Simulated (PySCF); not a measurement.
Job file and geometry (Å, from GFN2-xTB) of an NMR shielding run on SMILES C(/C(OCB)=C\CC)#C, C7H11BO, PySCF 2.14.0, density-fitted response routines, GIAO PBE0/pcSseg-1 NMR shielding, non-relativistic, gas phase; density fitting, a coarse starting grid and PySCF grid level 2 are the driver's defaults:

```
$ OMP_NUM_THREADS=1 python probes_run.py task.json out

{"job": {"kind": "nmr", "xc": "PBE0", "basis": "pcSseg-1"}, "charge": 0, "multiplicity": 1}
B      3.862844    -0.172299    -0.365196
C      2.309628    -0.389746    -0.434308
O      1.566353     0.797088    -0.224957
C      0.201172     0.726414    -0.293636
C     -0.388489     2.004466    -0.076540
C     -0.839574     3.100666     0.110716
C     -0.541640    -0.359238    -0.538374
C     -2.036822    -0.357541    -0.588729
C     -2.624033    -1.283558     0.477355
H      4.309434     0.882599    -0.157332
H      4.543769    -1.105041    -0.532138
H      2.043802    -0.823146    -1.413608
H      2.009277    -1.149732     0.307298
H     -1.256955     4.049819     0.270890
H     -0.080474    -1.322761    -0.696727
H     -2.363127    -0.703833    -1.574865
H     -2.411720     0.656600    -0.443844
H     -3.709973    -1.290200     0.419439
H     -2.265843    -2.301931     0.339359
H     -2.332780    -0.947948     1.470150
```

**Question.** Write the output of this run.

**Answer.** 
```
coarse grid: 16600 points
cycle   1  E = -372.6633084012  dE =  1.112e+00  |g| = 5.996e-01  |ddm| = 4.059e+00
cycle   2  E = -372.6347625515  dE =  2.855e-02  |g| = 7.416e-01  |ddm| = 1.357e+00
cycle   3  E = -372.7400401854  dE = -1.053e-01  |g| = 1.242e-01  |ddm| = 7.596e-01
cycle   4  E = -372.7425494831  dE = -2.509e-03  |g| = 4.551e-02  |ddm| = 1.252e-01
cycle   5  E = -372.7429386527  dE = -3.892e-04  |g| = 1.883e-02  |ddm| = 5.352e-02
cycle   6  E = -372.7430294479  dE = -9.080e-05  |g| = 3.759e-03  |ddm| = 2.244e-02
cycle   7  E = -372.7430328738  dE = -3.426e-06  |g| = 1.415e-03  |ddm| = 4.139e-03
final grid: 159968 points
cycle   8  E = -372.8086071443  dE = -5.689e-05  |g| = 1.273e-02  |ddm| = 6.135e-02
cycle   9  E = -372.8085646568  dE =  4.249e-05  |g| = 1.963e-02  |ddm| = 2.339e-02
cycle  10  E = -372.8086385326  dE = -7.388e-05  |g| = 3.172e-03  |ddm| = 1.665e-02
cycle  11  E = -372.8086410306  dE = -2.498e-06  |g| = 5.751e-04  |ddm| = 3.444e-03
cycle  12  E = -372.8086410904  dE = -5.986e-08  |g| = 2.688e-04  |ddm| = 5.878e-04
cycle  13  E = -372.8086411048  dE = -1.433e-08  |g| = 9.937e-05  |ddm| = 2.442e-04
cycle  14  E = -372.8086411072  dE = -2.467e-09  |g| = 2.272e-05  |ddm| = 9.902e-05
cycle  15  E = -372.8086411073  dE = -1.261e-10  |g| = 5.647e-06  |ddm| = 2.404e-05
converged SCF energy = -372.8086411073

GIAO shielding tensors (ppm)
atom      isotropic    diamagn.    paramagn.     s11        s22        s33       span
  0 B       12.114     189.664    -177.549    -62.539    -28.050    126.932    189.471
  1 C      112.179     248.526    -136.347     86.253    108.634    141.650     55.396
  2 O      208.882     396.705    -187.822    115.767    250.156    260.724    144.958
  3 C       40.080     255.732    -215.652    -53.302     79.008     94.533    147.835
  4 C      103.894     250.704    -146.810      5.757      7.983    297.941    292.184
  5 C       97.921     260.431    -162.510     33.458     50.663    209.642    176.184
  6 C       68.689     262.666    -193.977    -23.983     68.107    161.941    185.924
  7 C      158.870     245.889     -87.019    147.464    159.604    169.542     22.078
  8 C      169.031     246.587     -77.555    156.579    164.170    186.345     29.766
  9 H       23.554      28.648      -5.094     15.582     27.123     27.958     12.376
 10 H       23.892      27.796      -3.904     16.411     27.162     28.103     11.692
 11 H       27.496      30.559      -3.063     24.089     25.298     33.101      9.012
 12 H       27.477      31.761      -4.284     23.906     25.522     33.003      9.097
 13 H       28.991      34.516      -5.525     24.663     25.283     37.028     12.365
 14 H       26.702      36.280      -9.577     23.565     25.197     31.345      7.780
 15 H       29.432      29.376       0.056     24.622     28.009     35.666     11.044
 16 H       28.948      30.802      -1.855     24.038     28.889     33.917      9.880
 17 H       30.456      27.258       3.199     26.008     27.520     37.841     11.833
 18 H       30.676      29.574       1.103     26.597     28.956     36.476      9.879
 19 H       30.766      30.101       0.665     26.708     29.622     35.968      9.260
```

Size and cost of the density-fitted run: 208 basis functions, 91 s wall time on 1 thread of an Arm Neoverse N1, shared host; peak memory 0.93 GiB.
